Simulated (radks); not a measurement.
Spherical quantum dot in the effective-mass picture: electrons in a parabolic well V = omega^2 r^2 / 2 with omega = 3.98, with a point charge +1 (a donor) at the centre, all in effective atomic units (hartree* = m*/eps^2 hartree, bohr* = eps/m* bohr), one dielectric constant everywhere. Method: non-relativistic Kohn-Sham, PBE, spin-polarised, spherical densities; computed with a radial shooting solver with Libxc functionals. Levels are named by radial order and angular momentum (1s, 1p, 1d, 2s, ...), and open shells are averaged over m. Results are scaled to m* = 0.463 and eps = 15.2, for which hartree* = 54.53 meV and bohr* = 1.737 nm. Each electron was tried in the lowest free levels, single moves between levels near the top were tried too, and the lowest total energy was kept; such a search can miss a lower state. At N = 1 the Hartree and exchange-correlation terms need not cancel, so that row can carry a self-interaction error.

\begin{tabular}{lrrrrrrr}
N & open shells & 2S & E (meV) & mu = E(N) - E(N-1) (meV) & addition energy mu(N+1) - mu(N) (meV) & e(HOMO) (meV) & rms radius (nm) \\ \hline
1 & 1s(up 1, down 0) & 1 & 194.860 & 194.86 & 93.34 & 230.13 & 0.9632 \\
2 & none & 0 & 483.061 & 288.20 & 304.8 & 321.84 & 1.001 \\
3 & 1p(up 1, down 0) & 1 & 1076.07 & 593.01 & 54.64 & 619.84 & 1.153 \\
4 & 1p(up 2, down 0) & 2 & 1723.73 & 647.66 & 56.30 & 675.71 & 1.231 \\
5 & 1p(up 3, down 0) & 3 & 2427.68 & 703.96 & 74.38 & 732.22 & 1.284 \\
6 & 1p(up 3, down 1) & 2 & 3206.02 & 778.34 & 51.59 & 803.72 & 1.327 \\
7 & 1p(up 3, down 2) & 1 & 4035.95 & 829.93 & 53.01 & 856.34 & 1.362 \\
8 & none & 0 & 4918.89 & 882.94 & 221.9 & 909.57 & 1.392 \\
9 & 2s(up 1, down 0) & 1 & 6023.78 & 1104.9 & 54.20 & 1128.5 & 1.446 \\
10 & none & 0 & 7182.87 & 1159.1 & 55.97 & 1182.3 & 1.490 \\
11 & 1d(up 1, down 0) & 1 & 8397.92 & 1215.1 & 44.97 & 1237.5 & 1.529 \\
12 & 1d(up 2, down 0) & 2 & 9657.95 & 1260.0 & 44.98 & 1282.5 & 1.562 \\
13 & 1d(up 3, down 0) & 3 & 10963.0 & 1305.0 & 44.40 & 1327.5 & 1.592 \\
14 & 1d(up 5, down 0) 2s(up 1, down 0) & 6 & 12312.4 & 1349.4 & 45.58 & 1370.8 & 1.619 \\
15 & 1d(up 5, down 0) & 5 & 13707.4 & 1395.0 & 56.52 & 1417.1 & 1.645 \\
16 & 1d(up 5, down 1) & 4 & 15158.9 & 1451.5 & 42.72 & 1472.9 & 1.668 \\
17 & 1d(up 5, down 2) & 3 & 16653.1 & 1494.2 & 42.76 & 1515.6 & 1.691 \\
18 & 1d(up 5, down 3) & 2 & 18190.1 & 1537.0 & 42.68 & 1558.4 & 1.711 \\
19 & 1d(up 5, down 4) & 1 & 19769.8 & 1579.7 & 42.54 & 1601.0 & 1.731 \\
20 & none & 0 & 21392.0 & 1622.2 & 201.6 & 1643.4 & 1.750 \\
21 & 1f(up 1, down 0) & 1 & 23215.8 & 1823.8 & 38.53 & 1843.1 & 1.777 \\
22 & 1f(up 2, down 0) & 2 & 25078.2 & 1862.3 & - & 1881.6 & 1.801 \\
\end{tabular}

All shells are closed at N = 2, 8, 10, 20 (there: 1s2 1p6 1d10 2s2); the second difference of the energy has clear peaks (12 % above both neighbours; the first and last values, which can be the largest, are not judged, and half-filled shells can peak too) at N = 2, 5, 8, 15, 20.
